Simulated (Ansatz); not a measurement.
H$_{4}$N (SMILES [NH4+]), charge +1, singlet, geometry from GFN2-xTB; CCSD/cc-pVTZ in Ansatz (a program for electronic structure).

Input for Ansatz:
Ansatz 0.2 input:
```yaml
crystal:
  periodic: [false, false, false]
  atoms:
    - {symbol: N, position_ang: [0.00000000, -0.00000000, -0.00000000]}
    - {symbol: H, position_ang: [-0.69851852, -0.34749108, -0.67183826]}
    - {symbol: H, position_ang: [0.02245826, 1.02891450, -0.02958725]}
    - {symbol: H, position_ang: [-0.25206810, -0.31063626, 0.94868941]}
    - {symbol: H, position_ang: [0.92812837, -0.37078716, -0.24726391]}
basis:
  gaussian:
    orbitals: cc-pVTZ
total_charge: 1
magnetization: {spin_polarized: false}
correlation: {method: ccsd, electrons: all}
```

What the program printed (banner, timings and long lists left out):

```
Functional definition: HF
481 factors; integrals over basis functions are off by at most 7.4e-4 eV
mean field evaluation 1: about -1534.8461 eV, gradient 5.0e1 eV
mean field evaluation 2: about -1534.8462 eV, gradient 5.0e1 eV
mean field evaluation 4: about -1539.1554 eV, gradient 1.8e0 eV
mean field evaluation 8: about -1539.1694 eV, gradient 2.8e-4 eV
mean field evaluation 16: about -1539.1691 eV, gradient 2.8e-1 eV
mean field -1539.16936037 eV, -56.5634307071 hartree, gradient 3.2e-6 eV, S^2 0.000000; 0 other end points of the search recorded, 0 dependent functions left out
reference -1539.16936037 eV, -56.5634307071 hartree; 5, 5 occupied and 81, 81 virtual orbitals, 481 factors
second order -6.69115751 eV of doubles, -0.00000000 eV of singles
cycle   1  -6.95659259 eV  change   -2.7e-1 eV  update   3.6e-2
cycle   2  -7.09250037 eV  change   -1.4e-1 eV  update   1.1e-2
cycle   3  -7.10997719 eV  change   -1.7e-2 eV  update   3.4e-3
cycle   4  -7.11034846 eV  change   -3.7e-4 eV  update   7.7e-4
cycle   5  -7.11077997 eV  change   -4.3e-4 eV  update   1.6e-4
cycle   6  -7.11079678 eV  change   -1.7e-5 eV  update   3.3e-5
cycle   7  -7.11080523 eV  change   -8.4e-6 eV  update   4.7e-6
Total energy: -1546.28016560 eV, -56.8247479794 hartree
```
